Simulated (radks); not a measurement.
Results of a calculation; reference values are marked as such.
Task: These are the eigenvalues of the occupied orbitals of an atom or ion with whole-number occupations (eV). Code: a radial shooting solver on a logarithmic mesh with Libxc functionals. Model: Dirac Kohn-Sham, PBE, spin-unpolarised, spherical densities, finite nucleus; Fermi nuclear charge, rms radius of each element as measured or else 0.836 A^(1/3) + 0.57 fm.

1s1/2: -76105.43
2s1/2: -13405.49
2p1/2: -12850.11
2p3/2: -11222.60
3s1/2: -3227.983
3p1/2: -2978.398
3p3/2: -2621.957
3d3/2: -2204.076
3d5/2: -2127.023
4s1/2: -783.3757
4p1/2: -677.8800
4p3/2: -593.5305
4d3/2: -420.2877
4d5/2: -404.6107
5s1/2: -214.2291
4f5/2: -183.9530
4f7/2: -180.7929
5p1/2: -179.6402
5p3/2: -164.2756
5d3/2: -114.0440

Which element is it, and in what charge state? The configuration may be excited. Open shells, if any, fill j = l - 1/2 first.

Result: Z = 77, iridium, charge +8: Ir8+ in [Xe] 4f14 5d1. The list shows which subshells hold electrons but not how many an open one holds; the 1s level, -2796.8 hartree, gives Z - s = 74.8 by -(Z - s)^2/2, which with screening and relativity narrows Z to a few neighbours, and the depths of the outer levels then fix element, charge and occupations together.
